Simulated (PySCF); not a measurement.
disiloxane cation (H₆OSi₂), SMILES [SiH3]O[SiH3] (connectivity only; charge and spin as stated), charge +1, multiplicity 2. Atoms are numbered in the order given.

```xyz
9

Si     1.6678     0.0000     0.0636
O      0.0000     0.0000    -0.2489
Si    -1.6678     0.0000     0.0636
H      2.1214    -1.2130    -0.7056
H      2.1214     1.2130    -0.7056
H      1.9368     0.0000     1.5161
H     -1.9368     0.0000     1.5161
H     -2.1214    -1.2130    -0.7056
H     -2.1214     1.2130    -0.7056
```
Charge +1, spin multiplicity 2.

Geometry optimised at PBE0-D3(BJ)/def2-SVP. The geometry has at least one imaginary mode, so it is a saddle point at that level. The multiplicity is an assumed one; other spin states were not compared.

The numbers are results of CAM-B3LYP/def2-TZVPD run with PySCF, not measurements.

Mulliken values depend strongly on the basis, most of all with diffuse functions as here. ESP charges are fitted to the potential on shells at 1.4 to 2.0 van der Waals radii. Atomic charges (e):

| atom | ESP fit | Mulliken | meta-Löwdin | Mulliken spin |
|---|---|---|---|---|
| Si1 | 0.50 | 0.23 | 0.80 | 0.01 |
| O2 | -0.28 | 0.21 | -0.52 | 0.55 |
| Si3 | 0.50 | 0.23 | 0.80 | 0.01 |
| H4 | 0.06 | 0.07 | 0.01 | 0.11 |
| H5 | 0.06 | 0.07 | 0.01 | 0.11 |
| H6 | 0.02 | 0.02 | -0.05 | -0.01 |
| H7 | 0.02 | 0.02 | -0.05 | -0.01 |
| H8 | 0.06 | 0.07 | 0.01 | 0.11 |
| H9 | 0.06 | 0.07 | 0.01 | 0.11 |
